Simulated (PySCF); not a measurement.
dilithium (Li2), singlet, at a GFN2-xTB geometry (such geometries of metal compounds can be far from the true shape), atoms displaced at random by about 0.03 Å a coordinate; PBE0/STO-3G, gradient run with PySCF.

Input for PySCF:
```python
from pyscf import gto, scf, dft

mol = gto.Mole()
mol.atom = '''
    Li    0.005016    0.013588   -1.107186
    Li   -0.004793    0.019362    1.144134
'''
mol.basis = 'sto-3g'
mol.charge = 0
mol.spin = 0
mol.verbose = 4
mol.build()

mf = dft.RKS(mol)
mf.xc = 'pbe0'
mf.conv_tol = 1e-4
mf.kernel()
g = mf.nuc_grad_method()
grad = g.kernel()
```

Q: Write the output that PySCF gives for this input, abridged.

A: 
```
PySCF version 2.14.0

[INPUT] verbose = 4
[INPUT] num. atoms = 2
[INPUT] num. electrons = 6
[INPUT] charge = 0
[INPUT] spin (= nelec alpha-beta = 2S) = 0
[INPUT] symmetry False subgroup None
[INPUT] Mole.unit = angstrom
[INPUT] Symbol           X                Y                Z      unit          X                Y                Z       unit  Magmom
[INPUT]  1 Li     0.005016000000   0.013588000000  -1.107186000000 AA    0.009478866241   0.025677598581  -2.092278308953 Bohr   0.0
[INPUT]  2 Li    -0.004793000000   0.019362000000   1.144134000000 AA   -0.009057457315   0.036588877224   2.162099909803 Bohr   0.0

nuclear repulsion = 2.11544073280462
number of shells = 6
number of NR pGTOs = 30
number of NR cGTOs = 10
basis = sto-3g
ecp = {}

******** <class 'pyscf.dft.rks.RKS'> ********
method = RKS
initial guess = minao
damping factor = 0
level_shift factor = 0
DIIS = <class 'pyscf.scf.diis.CDIIS'>
diis_start_cycle = 1
diis_space = 8
diis_damp = 0
SCF conv_tol = 0.0001
SCF conv_tol_grad = None
SCF max_cycles = 50
direct_scf = True
direct_scf_tol = 1e-13
XC library pyscf.dft.libxc version 7.1.2
    S. Lehtola, C. Steigemann, M. J. T. Oliveira, and M. A. L. Marques,  SoftwareX 7, 1–5 (2018)
XC functionals = pbe0
    C. Adamo and V. Barone,  J. Chem. Phys. 110, 6158 (1999)
    M. Ernzerhof and G. E. Scuseria,  J. Chem. Phys. 110, 5029 (1999)
radial grids:
    Treutler-Ahlrichs [JCP 102, 346 (1995); DOI:10.1063/1.469408] (M4) radial grids

becke partition: Becke, JCP 88, 2547 (1988); DOI:10.1063/1.454033
pruning grids: <function nwchem_prune>
grids dens level: 3
symmetrized grids: False
atomic radii adjust function: <function treutler_atomic_radii_adjust>
small_rho_cutoff = 0
Set gradient conv threshold to 0.01
Initial guess from minao.
tot grids = 27448
init E= -14.6988668746222
  HOMO = -0.147459421264748  LUMO = -0.0358080363485559  gap/eV = 3.03819
cycle= 1 E= -14.7199178748783  delta_E= -0.0211  |g|= 0.0323  |ddm|= 0.865
  HOMO = -0.105297969496449  LUMO = 0.00594259394454111  gap/eV = 3.02701
cycle= 2 E= -14.7207119151956  delta_E= -0.000794  |g|= 0.00338  |ddm|= 0.115
  HOMO = -0.111327941394305  LUMO = 0.00189166368687288  gap/eV = 3.08086
cycle= 3 E= -14.7207161931197  delta_E= -4.28e-06  |g|= 0.000187  |ddm|= 0.00699
  HOMO = -0.111595964946643  LUMO = 0.00168985842459118  gap/eV = 3.08266
Extra cycle  E= -14.7207162023075  delta_E= -9.19e-09  |g|= 1.06e-05  |ddm|= 0.000296
converged SCF energy = -14.7207162023075

******** <class 'pyscf.grad.rks.Gradients'> for <class 'pyscf.dft.rks.RKS'> ********
unit = Eh/Bohr
grid_response = False
--------------- RKS gradients ---------------
         x                y                z
0 Li    -0.0001116669     0.0000657318     0.0256699647
1 Li     0.0001116669    -0.0000657318    -0.0256699647
----------------------------------------------
```
